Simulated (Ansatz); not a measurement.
```yaml
crystal:
  periodic: [false, false, false]
  atoms:
    - {symbol: N, position_ang: [1.468824, -0.018376, 1.232684]}
    - {symbol: C, position_ang: [1.061752, -0.568473, 0.183885]}
    - {symbol: I, position_ang: [2.322015, -2.084332, -0.653352]}
    - {symbol: N, position_ang: [-0.075883, -0.378492, -0.553273]}
    - {symbol: Ga, position_ang: [-1.456435, 0.815151, -0.214306]}
    - {symbol: H, position_ang: [0.821384, 0.691656, 1.576417]}
    - {symbol: H, position_ang: [-0.138146, -0.972908, -1.365218]}
    - {symbol: H, position_ang: [-2.593339, 0.756270, -1.271343]}
    - {symbol: H, position_ang: [-1.321572, 1.713104, 1.047407]}
basis:
  gaussian: {orbitals: def2-SVPD, final_grid: {core_spheres: 1, valence_spheres: 1, degree: 5}}
hamiltonian: {xc: {name: PBE}}
output: {forces: true}
```

```sh
$ ansatz run in.yaml --threads 4 --pin off --events-out ev --progress --plain --max-ram 10444MiB
```

Shortened log:

```
Functional definition: PBE
1571 factors; their error is unknown
mean field evaluation 1: about -64524.8701 eV, gradient 8.1e1 eV
mean field evaluation 2: about -64400.1546 eV, gradient 1.9e2 eV
mean field evaluation 4: about -64536.2221 eV, gradient 3.2e1 eV
mean field evaluation 8: about -64538.4656 eV, gradient 6.6e-1 eV
mean field evaluation 16: about -64563.4206 eV, gradient 3.4e-1 eV
mean field -64563.42108207 eV, -2372.6619621075 hartree, gradient 4.5e-5 eV, S^2 0.000000; 0 other end points of the search recorded, 0 dependent functions left out
reference -64563.42132944 eV, -2372.6619711982 hartree; 40, 40 occupied and 125, 125 virtual orbitals, 1571 factors
Total energy: -64563.42132944 eV, -2372.6619711982 hartree
Atom 0 at     1.468824    -0.018376     1.232684 Å, force   -12.631013    -3.929374   -15.853175 eV/Å
Atom 1 at     1.061752    -0.568473     0.183885 Å, force    -2.608619     5.353060     4.588641 eV/Å
Atom 2 at     2.322015    -2.084332    -0.653352 Å, force    -3.190314     5.524996     4.247494 eV/Å
Atom 3 at    -0.075883    -0.378492    -0.553273 Å, force    14.687830    -8.275100     2.107034 eV/Å
Atom 4 at    -1.456435     0.815151    -0.214306 Å, force     1.574565    -1.158565    -0.164666 eV/Å
Atom 5 at     0.821384     0.691656     1.576417 Å, force     3.698900    -4.801150    -2.902316 eV/Å
Atom 6 at    -0.138146    -0.972908    -1.365218 Å, force    -0.080796     5.471421     6.896536 eV/Å
Atom 7 at    -2.593339     0.756270    -1.271343 Å, force    -2.323776     1.174982    -0.484742 eV/Å
Atom 8 at    -1.321572     1.713104     1.047407 Å, force     0.873222     0.639728     1.565194 eV/Å
Dipole moment:    -0.253663    -0.076262    -0.315340 e Å
```

Q: Something in this input is off. What?

A: The integration grid is far too coarse. The calculation finished and met its thresholds. The result belongs to that input, not to the molecule as meant.
